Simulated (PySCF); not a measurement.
C₂H₆OSi.
Numbering: `[CH3:1][C:2](=[O:3])[SiH3:4]` (hydrogens: H5, H6, H7 on C1; H8, H9, H10 on Si4)

Structure used (PBE0-D3(BJ)/def2-SVP), in Å, numbered top down from 1:
```xyz
10
C2H6OSi angstrom
C     -1.5554    0.0102    0.1028
C     -0.2756    0.7128   -0.2644
O     -0.2579    1.8511   -0.6723
Si     1.4327   -0.1889   -0.0372
H     -2.4102    0.6879   -0.0324
H     -1.5083   -0.3376    1.1484
H     -1.6820   -0.8889   -0.5228
H      1.9897    0.2427    1.2808
H      1.2890   -1.6780   -0.0328
H      2.3410    0.2422   -1.1360
```

Method used: EOM-IP-CCSD/aug-cc-pVDZ in PySCF, restricted Hartree–Fock reference, frozen core, non-relativistic, gas phase, PBE0-D3(BJ)/def2-SVP geometry.

Hartree–Fock orbital energies give these Koopmans values (eV): HOMO 10.51, HOMO-1 13.13, HOMO-2 13.35, HOMO-3 14.01, HOMO-4 14.76, HOMO-5 16.45, HOMO-6 16.89, HOMO-7 17.12.

Task: What vertical ionisation energies does EOM-IP-CCSD give?

Result: 
```tsv
leading hole (HF orbital)	Koopmans (eV)	EOM-IP-CCSD (eV)	change (eV)	one-hole share
HOMO	10.51	9.07	-1.44	0.95
HOMO-1	13.13	12.46	-0.67	0.94
HOMO-2	13.35	12.61	-0.74	0.95
HOMO-3	14.01	13.28	-0.73	0.94
HOMO-4	14.76	13.42	-1.34	0.94
HOMO-7	17.12	15.07	-2.05	0.93
HOMO-5	16.45	15.51	-0.94	0.94
HOMO-6	16.89	15.51	-1.38	0.94
```

Task: Does the order of the lines follow the orbital energies?

Result: No: the HOMO-7 hole (15.07 eV) falls below the HOMO-5 hole (15.51 eV); the HOMO-7 hole (15.07 eV) falls below the HOMO-6 hole (15.51 eV). The corrections run from -2.05 to -0.67 eV, with a mean of -1.16 eV over the 8 lines; no line lies above its Koopmans value.

Task: At what kinetic energies would He I light (21.22 eV) eject these electrons?

Result: 12.15 eV (HOMO), 8.76 eV (HOMO-1), 8.61 eV (HOMO-2), 7.94 eV (HOMO-3), 7.80 eV (HOMO-4), 6.15 eV (HOMO-7), 5.71 eV (HOMO-5), 5.71 eV (HOMO-6).

Lines less than 0.15 eV apart could change places at a higher level. One root was sought for each valence orbital with −ε under 21 eV, eight at most, so deeper holes and satellites are missing; no vibrational structure.
